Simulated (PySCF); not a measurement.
F₅OSi₂, charge +1, multiplicity 1. Atoms are numbered in the order given.

```xyz
8

F      2.5411    -1.4075    -0.0028
Si     1.7307    -0.1027    -0.2539
F      2.5622     1.1170    -0.7474
O      0.2027    -0.0241    -0.0283
Si    -1.4885     0.0859     0.2186
F     -1.6523     1.1242     1.3908
F     -1.9454    -1.3715     0.5992
F     -2.0625     0.5852    -1.1597
```
Charge +1, spin multiplicity 1.

Coordinates come from a B3LYP-D3(BJ)/def2-SVP optimisation. The spin state was assumed, not searched. The isomer is the one that the SMILES or the coordinates give; other isomers of the formula were not compared. Other conformers were not sampled.

Method: PySCF with M06-2X/def2-TZVP.

Gas-phase values at a fixed geometry.

* **total energy**: -1153.58044 hartree
* **highest occupied level**: -19.36 eV
* **lowest empty level**: -7.94 eV
* **orbital gap**: 11.43 eV
* **dipole moment about the centre of nuclear charge**: 4.80 D
* **mean static polarisability**: 36.9 bohr³ (5.46 Å³)
* **polarisability, principal values**: 31.3, 35.9, 43.5 bohr³
